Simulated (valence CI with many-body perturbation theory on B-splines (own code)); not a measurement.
## E1 transitions of Pm53+

Computed by valence CI with perturbative core correlation (CI+MBPT): six valence electrons over a frozen Dirac-Fock core [He], radial functions for each j: 9 s, 9 p, 8 d, 6 f, 3 g, 1 h, with the one-electron correlation potential Σ1, the two-electron term Σ2, the three-electron term Σ3, Breit, model QED; selected CI, second order for the rest, scaled by the run's own slope (own B-spline code, finite nucleus).

No measured spectrum was set against this ion. As an estimate, large intervals hold to a few tenths of a per cent, small ones and those within an open d or f shell to about a per cent. Among the levels kept, up to 2100 cm⁻¹ of a level comes from second order outside the variational space, and about a tenth of that is noise between levels of different J, which matters for small intervals.

Lines 51 to 100 of 222 in falling wavelength, among levels below 495.85 Ry, chosen from the strongest by gf and those to the six lowest levels. Wavelengths and rates use the calculated energies. Electric multipoles are in the length gauge with retardation, E1 and E2 with the static RPA response of the core. Weak lines are less certain than strong ones. Lines between different terms over intervals too small for the method are left out, as are lines whose strength nearly cancels. The highest levels of a list are the least certain.

Levels are named by their leading jj configuration (3d3/2^4 stands for four electrons in 3d with j = 3/2), which in mixed levels can hold well under half, so a name can repeat and another be missing. Letters in brackets count levels of one name in rising energy.

| λ vac (nm) | Upper | Lower | A (s⁻¹) | S (a.u.) with core polarisation | S without |
| --- | --- | --- | --- | --- | --- |
| 4.754 | (2s^2 2p1/2 2p3/2^2 3p3/2) J=3 [c] | (2s^2 2p1/2 2p3/2^2 3s) J=3 | 1.48e+11 | 5.50e-02 | 5.51e-02 |
| 4.745 | (2s^2 2p1/2^2 2p3/2 3d3/2) J=2 | (2s^2 2p1/2^2 2p3/2 3p1/2) J=1 | 1.02e+11 | 2.69e-02 | 2.69e-02 |
| 4.740 | (2s^2 2p1/2 2p3/2^2 3p3/2) J=1 [a] | (2s^2 2p1/2 2p3/2^2 3s) J=1 [a] | 1.03e+11 | 1.62e-02 | 1.62e-02 |
| 4.714 | (2s^2 2p1/2 2p3/2^2 3d3/2) J=2 [a] | (2s^2 2p1/2 2p3/2^2 3p1/2) J=2 [a] | 4.81e+10 | 1.24e-02 | 1.24e-02 |
| 4.693 | (2s^2 2p1/2 2p3/2^2 3p3/2) J=2 [c] | (2s^2 2p1/2 2p3/2^2 3s) J=1 [b] | 2.28e+11 | 5.82e-02 | 5.82e-02 |
| 4.661 | (2s^2 2p1/2^2 2p3/2 3d3/2) J=3 | (2s^2 2p1/2^2 2p3/2 3p1/2) J=2 | 2.06e+11 | 7.21e-02 | 7.21e-02 |
| 4.659 | (2s^2 2p1/2 2p3/2^2 3d3/2) J=4 | (2s^2 2p1/2 2p3/2^2 3p1/2) J=3 | 2.10e+11 | 9.43e-02 | 9.43e-02 |
| 4.633 | (2s^2 2p1/2 2p3/2^2 3d3/2) J=1 [a] | (2s^2 2p1/2 2p3/2^2 3p1/2) J=1 [a] | 1.73e+11 | 2.54e-02 | 2.54e-02 |
| 4.631 | (2s^2 2p1/2 2p3/2^2 3p3/2) J=1 [b] | (2s^2 2p1/2 2p3/2^2 3s) J=2 [b] | 7.47e+10 | 1.10e-02 | 1.10e-02 |
| 4.625 | (2s^2 2p1/2 2p3/2^2 3p3/2) J=3 [b] | (2s^2 2p1/2 2p3/2^2 3s) J=2 [a] | 1.67e+11 | 5.70e-02 | 5.70e-02 |
| 4.612 | (2s^2 2p1/2^2 2p3/2 3d3/2) J=1 | (2s^2 2p1/2^2 2p3/2 3p1/2) J=2 | 4.10e+10 | 5.95e-03 | 5.95e-03 |
| 4.593 | (2s^2 2p1/2 2p3/2^2 3d3/2) J=0 | (2s^2 2p1/2 2p3/2^2 3p1/2) J=1 [a] | 2.16e+11 | 1.03e-02 | 1.03e-02 |
| 4.591 | (2s^2 2p1/2 2p3/2^2 3d3/2) J=3 [a] | (2s^2 2p1/2 2p3/2^2 3p1/2) J=2 [a] | 1.84e+11 | 6.14e-02 | 6.14e-02 |
| 4.582 | (2s^2 2p1/2^2 2p3/2 3d3/2) J=1 | (2s^2 2p1/2^2 2p3/2 3p1/2) J=1 | 1.80e+11 | 2.57e-02 | 2.57e-02 |
| 4.581 | (2s^2 2p1/2 2p3/2^2 3d3/2) J=2 [a] | (2s^2 2p1/2 2p3/2^2 3p1/2) J=1 [a] | 1.13e+11 | 2.69e-02 | 2.69e-02 |
| 4.573 | (2s^2 2p1/2^2 2p3/2 3p3/2) J=2 | (2s^2 2p1/2^2 2p3/2 3s) J=1 | 1.81e+11 | 4.27e-02 | 4.27e-02 |
| 4.551 | (2s^2 2p1/2^2 2p3/2 3d3/2) J=0 | (2s^2 2p1/2^2 2p3/2 3p1/2) J=1 | 2.26e+11 | 1.05e-02 | 1.05e-02 |
| 4.488 | (2s 2p1/2^2 2p3/2^2 3s) J=2 [a] | (2s^2 2p1/2 2p3/2^2 3s) J=1 [a] | 8.04e+10 | 1.79e-02 | 1.80e-02 |
| 4.452 | (2s^2 2p1/2^2 2p3/2 3p3/2) J=2 | (2s^2 2p1/2^2 2p3/2 3s) J=2 | 1.71e+11 | 3.72e-02 | 3.72e-02 |
| 4.447 | (2s^2 2p1/2 2p3/2^2 3d3/2) J=2 [b] | (2s^2 2p1/2 2p3/2^2 3p1/2) J=3 | 2.97e+10 | 6.45e-03 | 6.45e-03 |
| 4.414 | (2s^2 2p1/2 2p3/2^2 3d3/2) J=3 [b] | (2s^2 2p1/2 2p3/2^2 3p1/2) J=3 | 1.20e+11 | 3.55e-02 | 3.55e-02 |
| 4.369 | (2s^2 2p1/2 2p3/2^2 3p3/2) J=3 [c] | (2s^2 2p1/2 2p3/2^2 3s) J=2 [a] | 7.05e+10 | 2.03e-02 | 2.03e-02 |
| 4.365 | (2s^2 2p1/2 2p3/2^2 3p3/2) J=2 [b] | (2s^2 2p1/2 2p3/2^2 3s) J=2 [b] | 2.23e+11 | 4.58e-02 | 4.58e-02 |
| 4.310 | (2s^2 2p1/2 2p3/2^2 3p3/2) J=1 [b] | (2s^2 2p1/2 2p3/2^2 3s) J=1 [a] | 1.62e+11 | 1.93e-02 | 1.93e-02 |
| 4.286 | (2s 2p1/2^2 2p3/2^3) J=2 | (2s^2 2p1/2 2p3/2^3) J=2 | 2.61e+10 | 5.06e-03 | 5.07e-03 |
| 4.268 | (2s^2 2p1/2 2p3/2^2 3p3/2) J=2 [b] | (2s^2 2p1/2 2p3/2^2 3s) J=3 | 5.06e+10 | 9.70e-03 | 9.70e-03 |
| 4.268 | (2s 2p1/2^2 2p3/2^2 3s) J=1 [a] | (2s^2 2p1/2 2p3/2^2 3s) J=1 [b] | 8.10e+10 | 9.32e-03 | 9.33e-03 |
| 4.256 | (2s^2 2p1/2^2 2p3/2 3p3/2) J=0 | (2s^2 2p1/2^2 2p3/2 3s) J=1 | 4.38e+11 | 1.67e-02 | 1.67e-02 |
| 4.224 | (2s 2p1/2^2 2p3/2^2 3s) J=1 [a] | (2s^2 2p1/2 2p3/2^2 3s) J=0 | 9.08e+10 | 1.01e-02 | 1.01e-02 |
| 4.173 | (2s^2 2p1/2 2p3/2^2 3p3/2) J=1 [b] | (2s^2 2p1/2 2p3/2^2 3s) J=2 [a] | 6.16e+10 | 6.63e-03 | 6.63e-03 |
| 4.172 | (2s^2 2p1/2 2p3/2^2 3d3/2) J=3 [b] | (2s^2 2p1/2 2p3/2^2 3p1/2) J=2 [a] | 2.04e+10 | 5.12e-03 | 5.12e-03 |
| 4.146 | (2s^2 2p1/2 2p3/2^2 3p3/2) J=2 [c] | (2s^2 2p1/2 2p3/2^2 3s) J=2 [b] | 9.75e+10 | 1.71e-02 | 1.72e-02 |
| 4.038 | (2s 2p1/2^2 2p3/2^3) J=2 | (2s^2 2p1/2 2p3/2^3) J=1 | 3.39e+10 | 5.50e-03 | 5.51e-03 |
| 3.753 | (2s 2p1/2^2 2p3/2^2 3s) J=1 [b] | (2s^2 2p1/2 2p3/2^2 3s) J=2 [b] | 1.25e+11 | 9.79e-03 | 9.80e-03 |
| 3.694 | (2s 2p1/2^2 2p3/2^2 3s) J=2 [b] | (2s^2 2p1/2 2p3/2^2 3s) J=3 | 7.68e+10 | 9.54e-03 | 9.56e-03 |
| 3.513 | (2s 2p1/2^2 2p3/2^3) J=1 | (2s^2 2p1/2 2p3/2^3) J=2 | 7.22e+10 | 4.64e-03 | 4.65e-03 |
| 3.434 | (2p1/2^2 2p3/2^4) J=0 | (2s 2p1/2 2p3/2^4) J=1 | 3.13e+11 | 6.26e-03 | 6.27e-03 |
| 3.345 | (2s 2p1/2^2 2p3/2^3) J=1 | (2s^2 2p1/2 2p3/2^3) J=1 | 2.49e+10 | 1.38e-03 | 1.38e-03 |
| 1.536 | (2s^2 2p1/2 2p3/2^2 3p3/2) J=3 [a] | (2s^2 2p1/2^2 2p3/2 3s) J=2 | 2.18e+11 | 2.72e-03 | 2.73e-03 |
| 1.500 | (2s 2p1/2^2 2p3/2^2 3p1/2) J=3 | (2s^2 2p1/2^2 2p3/2 3p1/2) J=2 | 3.62e+11 | 4.22e-03 | 4.23e-03 |
| 1.497 | (2s 2p1/2^2 2p3/2^2 3p1/2) J=2 | (2s^2 2p1/2^2 2p3/2 3p1/2) J=1 | 3.12e+11 | 2.58e-03 | 2.59e-03 |
| 1.491 | (2s^2 2p1/2 2p3/2^2 3p3/2) J=3 [b] | (2s^2 2p1/2^2 2p3/2 3s) J=2 | 1.84e+11 | 2.11e-03 | 2.11e-03 |
| 1.473 | (2s 2p1/2^2 2p3/2^2 3s) J=2 [a] | (2s^2 2p1/2^2 2p3/2 3s) J=1 | 2.44e+11 | 1.92e-03 | 1.92e-03 |
| 1.460 | (2s 2p1/2^2 2p3/2^2 3s) J=2 [a] | (2s^2 2p1/2^2 2p3/2 3s) J=2 | 2.54e+11 | 1.95e-03 | 1.96e-03 |
| 1.399 | (2s 2p1/2^2 2p3/2^3) J=2 | (2s^2 2p1/2^2 2p3/2^2) J=2 | 1.86e+12 | 1.26e-02 | 1.26e-02 |
| 1.385 | (2s 2p1/2 2p3/2^4) J=0 | (2s^2 2p1/2 2p3/2^3) J=1 | 3.70e+12 | 4.86e-03 | 4.86e-03 |
| 1.371 | (2s 2p1/2^2 2p3/2^3) J=1 | (2s^2 2p1/2^2 2p3/2^2) J=0 | 1.15e+12 | 4.40e-03 | 4.40e-03 |
| 1.360 | (2s 2p1/2 2p3/2^4) J=1 | (2s^2 2p1/2 2p3/2^3) J=2 | 3.65e+12 | 1.36e-02 | 1.36e-02 |
| 1.355 | (2s 2p1/2^2 2p3/2^2 3s) J=2 [b] | (2s^2 2p1/2^2 2p3/2 3s) J=1 | 4.18e+11 | 2.57e-03 | 2.57e-03 |
| 1.354 | (2s 2p1/2^2 2p3/2^2 3s) J=1 [b] | (2s^2 2p1/2^2 2p3/2 3s) J=1 | 3.09e+12 | 1.14e-02 | 1.14e-02 |
